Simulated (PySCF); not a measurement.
Isomers of C11H12, one GFN2-xTB conformer each. Single-point energies are computed at PBE0/pcSseg-1 (PySCF, gas phase, no added dispersion term), electronic only.

**Question.** Rank them by PBE0/pcSseg-1 energy, lowest first (kcal/mol).
A. `[CH:1]#[C:2][C@@H:3]1[CH2:4][C@H:5]1[C:6]1=[CH:7][CH2:8][CH:9]=[CH:10][CH2:11]1` with C4–C5–C6–C7 -17°
B. `[CH3:1][C:2]1=[CH:3][c:4]2[cH:5][cH:6][cH:7][cH:8][c:9]2[CH2:10][CH2:11]1` with C2–C3–C4–C5 164°, C8–C9–C10–C11 -147°, C9–C10–C11–C2 -50°, C1–C2–C11–C10 -149°

**Answer.** B (0.0), A (85.9).

As drawn, the lower has an aromatic ring, which the higher lacks; the higher has a three-membered ring and a C≡C bond, which the lower lacks. GFN2-xTB itself gives, in the same order: 0.0, 75.6. Both levels put the same isomer lowest.

**Question.** Which frontier levels, dipoles and rotational constants go with these structures?

**Answer.** 
```csv
SMILES,"HOMO (eV, PBE0/pcSseg-1)",LUMO (eV),dipole (D),"A, B, C (MHz)"
CC1=Cc2ccccc2CC1,-6.06,-0.68,1.07,"2641, 815.0, 638.4"
C#C[C@@H]1C[C@H]1C1=CCC=CC1,-6.62,0.23,0.88,"2747, 597.7, 518.2"
```
